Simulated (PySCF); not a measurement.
PySCF 2.14 output of an unrestricted PBE0 calculation on a single atom or ion in cc-pVTZ-PP with ECP28MDF (5s4p3d1f, 39 functions), with scalar relativity through the core potential:

```
SCF conv_tol = 1e-09
number electrons alpha = 11  beta = 10
    C. Adamo and V. Barone.,  J. Chem. Phys. 110, 6158 (1999)
    M. Ernzerhof and G. E. Scuseria.,  J. Chem. Phys. 110, 5029 (1999)
cycle= 1 E= -239.28264581999  delta_E= -0.0052  |g|= 0.0182  |ddm|= 0.443
cycle= 2 E= -239.282729395435  delta_E= -8.36e-05  |g|= 0.00877  |ddm|= 0.0638
cycle= 3 E= -239.282749389587  delta_E= -2e-05  |g|= 0.000756  |ddm|= 0.0148
cycle= 4 E= -239.28274967944  delta_E= -2.9e-07  |g|= 4.03e-05  |ddm|= 0.00183
cycle= 5 E= -239.282749680725  delta_E= -1.28e-09  |g|= 6.64e-07  |ddm|= 0.000143
cycle= 6 E= -239.282749680725  delta_E= -4.26e-13  |g|= 2.3e-08  |ddm|= 3.57e-06
converged SCF energy = -239.282749680725  <S^2> = 0.75241535  2S+1 = 2.0024139
```

The run itself started from symmetry-adapted Hartree-Fock orbitals and held the occupation by maximum overlap, on a logarithmic radial grid, so the iterations belong to that start.

Q: Which element, charge and spin multiplicity is this?

A: Sb²⁺ (antimony, charge +2), multiplicity 2; the state was [Kr] 4d10 5s2 5p1, 2P determinant.

Energies and moments cover only the electrons outside the core potential.
